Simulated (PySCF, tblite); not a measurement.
Isomers of C2H13NSSi4, one GFN2-xTB conformer each. Single-point energies are computed at PBE0/pcSseg-1 (PySCF, gas phase, no added dispersion term), electronic only.

Problem. Rank them by PBE0/pcSseg-1 energy, lowest first (kJ/mol).
A. `[CH3:1][N:2]1[CH2:3][SiH2:4][Si@@H:5]([SiH3:6])[S:7][SiH2:8]1` with C1–N2–C3–Si4 99°, N2–C3–Si4–Si5 50°, C3–Si4–Si5–Si6 -104°, Si4–Si5–S7–Si8 -54°
B. `[CH2:1]=[CH:2][Si@@H:3]([S:4][SiH3:5])[N:6]([SiH3:7])[SiH3:8]` with C1–C2–Si3–S4 93°, C2–Si3–S4–Si5 -58°, C2–Si3–N6–Si7 -132°
C. `[CH3:1][N:2]([CH3:3])[Si@H:4]1[SiH2:5][SiH2:6][S:7][SiH2:8]1` with C1–N2–Si4–Si5 83°, N2–Si4–Si5–Si6 122°, Si4–Si5–Si6–S7 -18°, Si5–Si6–S7–Si8 29°, Si6–S7–Si8–Si4 -28°
D. `[CH3:1][SiH2:2][C@@H:3]1[SiH2:4][NH:5][SiH2:6][SiH2:7][S:8]1` with C1–Si2–C3–Si4 178°, Si2–C3–Si4–N5 -57°, C3–Si4–N5–Si6 -39°, Si4–N5–Si6–Si7 9°, N5–Si6–Si7–S8 -7°
E. `[CH3:1][NH:2][Si@@H:3]1[SiH2:4][SiH2:5][S:6][Si@@H:7]1[CH3:8]` with C1–N2–Si3–Si4 -66°, N2–Si3–Si4–Si5 -125°, Si3–Si4–Si5–S6 -15°, Si4–Si5–S6–Si7 34°, Si5–S6–Si7–C8 83°
F. `[SiH3:1][CH2:2][SiH2:3][N:4]1[SiH2:5][CH2:6][S:7][SiH2:8]1` with Si1–C2–Si3–N4 180°, C2–Si3–N4–Si5 34°, Si3–N4–Si5–C6 178°, N4–Si5–C6–S7 -17°, Si5–C6–S7–Si8 20°, C6–S7–Si8–N4 -16°
G. `[CH2:1]=[CH:2][SiH2:3][N:4]([SiH3:5])[SiH2:6][S:7][SiH3:8]` with C1–C2–Si3–N4 102°, C2–Si3–N4–Si5 77°, Si3–N4–Si6–S7 66°, N4–Si6–S7–Si8 56°
H. `[CH3:1][N:2]1[CH2:3][Si@@H:4]([SH:5])[Si@H:6]([SiH3:7])[SiH2:8]1` with C3–Si4–S5–H 51°, C1–N2–C3–Si4 169°, N2–C3–Si4–S5 -92°, C3–Si4–Si6–Si7 111°, Si4–Si6–Si8–N2 0°

Solution. F (0.0), E (31.0), D (50.5), G (67.0), B (74.3), C (98.7), A (102.2), H (160.3).

As drawn, the highest has an S–H bond and an Si–Si bond, which the lowest lacks. Neighbours under 10 kJ/mol apart (C=C[SiH2]N([SiH3])[SiH2]S[SiH3] and C=C[Si@@H](S[SiH3])N([SiH3])[SiH3]; CN(C)[Si@H]1[SiH2][SiH2]S[SiH2]1 and CN1C[SiH2][Si@@H]([SiH3])S[SiH2]1) can change places with a better method, another conformer or zero-point energy. GFN2-xTB itself gives, in the same order: 0.8, 162.3, 108.2, 0.0, 8.8, 131.3, 99.8, 230.9. GFN2-xTB puts C=C[SiH2]N([SiH3])[SiH2]S[SiH3] lowest instead; measured from each level's own lowest isomer, the values differ by up to 131.3 kJ/mol (CN[Si@@H]1[SiH2][SiH2]S[Si@@H]1C: 162.3 against 31.0).

Problem. Which frontier levels, dipoles and rotational constants go with these structures?

Solution. 
```tsv
SMILES	HOMO (eV, PBE0/pcSseg-1)	LUMO (eV)	dipole (D)	A, B, C (MHz)
[SiH3]C[SiH2]N1[SiH2]CS[SiH2]1	-6.83	-0.10	2.04	2305, 384.2, 338.9
CN[Si@@H]1[SiH2][SiH2]S[Si@@H]1C	-6.65	-1.05	3.60	1112, 660.6, 474.4
C[SiH2][C@@H]1[SiH2]N[SiH2][SiH2]S1	-6.57	-0.90	1.50	1065, 716.0, 602.8
C=C[SiH2]N([SiH3])[SiH2]S[SiH3]	-7.22	-0.81	1.58	920.1, 715.6, 581.2
C=C[Si@@H](S[SiH3])N([SiH3])[SiH3]	-7.25	-0.77	1.74	1249, 576.1, 415.3
CN(C)[Si@H]1[SiH2][SiH2]S[SiH2]1	-6.38	-1.27	3.28	1258, 606.6, 483.4
CN1C[SiH2][Si@@H]([SiH3])S[SiH2]1	-6.34	-0.91	2.53	1001, 703.5, 609.8
CN1C[Si@@H](S)[Si@H]([SiH3])[SiH2]1	-6.41	-1.00	1.82	865.5, 676.2, 438.4
```

Problem. What happens when harmonic zero-point energies from GFN2-xTB frequencies are added?

Solution. 
| SMILES | ZPE (kJ/mol) | electronic (kJ/mol) | with ZPE (kJ/mol) |
| --- | --- | --- | --- |
| [SiH3]C[SiH2]N1[SiH2]CS[SiH2]1 | 355.5 | 0.0 | 0.0 |
| CN[Si@@H]1[SiH2][SiH2]S[Si@@H]1C | 374.4 | 31.0 | 49.9 |
| C[SiH2][C@@H]1[SiH2]N[SiH2][SiH2]S1 | 359.4 | 50.5 | 54.3 |
| C=C[SiH2]N([SiH3])[SiH2]S[SiH3] | 345.4 | 67.0 | 56.8 |
| C=C[Si@@H](S[SiH3])N([SiH3])[SiH3] | 343.8 | 74.3 | 62.5 |
| CN(C)[Si@H]1[SiH2][SiH2]S[SiH2]1 | 371.0 | 98.7 | 114.1 |
| CN1C[SiH2][Si@@H]([SiH3])S[SiH2]1 | 363.5 | 102.2 | 110.2 |
| CN1C[Si@@H](S)[Si@H]([SiH3])[SiH2]1 | 359.3 | 160.3 | 164.1 |

The zero-point energies span 30.6 kJ/mol. The lowest isomer stays, but the order above it changes.
